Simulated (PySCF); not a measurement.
ZnBr2 (singlet state).
Geometry (PBE0-D3(BJ)/def2-SVP, Å), atoms numbered from 1 in this order:
```xyz
3
ZnBr2 angstrom
Zn    -0.0046   -0.0027   -0.0001
Br    -0.0210   -0.0277    2.2295
Br     0.0257    0.0303   -2.2294
```

Computed with TDDFT B3LYP/def2-SVPD, vertical, gas phase, core orbitals frozen in the response in PySCF. The B3LYP/def2-SVPD calculation is non-relativistic and has no spin–orbit coupling, an omission that weighs most on bromine.

Broadening: Gaussians 0.5 eV wide at half height, area fixed by f = 4.319×10⁻⁹ ∫ε dν̃. The width is an assumption, not a result. The curve ends short of the highest state used, and states not computed would add to its high-energy end.

```
λ (nm)  ε (L mol⁻¹ cm⁻¹)
 169.5              1762
 172.2               334
 175.0                61
 177.8                64
 180.5               163
 183.3               357
 186.1               607
 188.8               810
 191.6               883
 194.4               791
 197.1               601
 199.9               394
 202.7               258
 205.4               247
 208.2               408
 211.0               797
 213.7              1411
 216.5              2247
 219.3              3145
 222.0              3873
 224.8              4298
 227.6              4291
 230.3              3902
 233.1              3232
 235.9              2459
 238.6              1753
 241.4              1148
 244.2               703
 246.9               412
 249.7               224
 252.5               115
 255.3                56
 258.0                27
 260.8                12
 263.6                 5
 266.3                 2
 269.1                 1
 271.9                 0
 274.6                 0
 277.4                 0
 280.2                 0
 282.9                 0
 285.7                 0
 288.5                 0
```

Problem. Locate the maxima and give the states behind the curve.

Solution. 226 nm (5.48 eV), ε about 4300, made up of S3 (50%) and S4 (50%); 191 nm (6.48 eV), ε about 880, made up of S8 (100%) (ε in L mol⁻¹ cm⁻¹; maxima over ε = 5, shares over 10%). At its high-energy end, 7.32 eV, the curve is still rising (ε about 1900, from S15). The states used: S1 5.05 eV (f 0.0000); S2 5.05 eV (f 0.0000); S3 5.48 eV (f 0.040); S4 5.48 eV (f 0.040); S5 6.41 eV (f 0.0000); S6 6.45 eV (f 0.0000); S7 6.45 eV (f 0.0000); S8 6.48 eV (f 0.016); S9 6.79 eV (f 0.0000); S10 6.84 eV (f 0.0000); S11 6.84 eV (f 0.0000); S12 7.11 eV (f 0.0000); S13 7.83 eV (f 0.016); S14 7.83 eV (f 0.0000); S15 7.92 eV (f 1.774).

Problem. What would ε be at 5.48 eV, the highest of these maxima, with half the width (0.25 eV)?

Solution. About 8700 L mol⁻¹ cm⁻¹ against 4350, a factor of about 2.00; a lone state at its own centre would give exactly 2.

Problem. On this curve, what absorbance would a 10⁻⁵ mol/L sample give at 254 nm over a 1 cm path?

Solution. 254 nm is 4.881 eV, where ε is about 79 L mol⁻¹ cm⁻¹, so A = ε c l ≈ 0.00079 (Beer–Lambert, with the gas-phase spectrum and the assumed width).

Problem. Coming from long wavelengths, where does ε first pass 100 L mol⁻¹ cm⁻¹?

Solution. At about 253 nm (4.90 eV), 0.15 eV below S1.

The vertical ionisation energy (ΔSCF) is 10.59 eV, 2.67 eV above S15.

Time: 26 s of wall time. Hardware: one thread of an Arm Neoverse V1 (shared host).
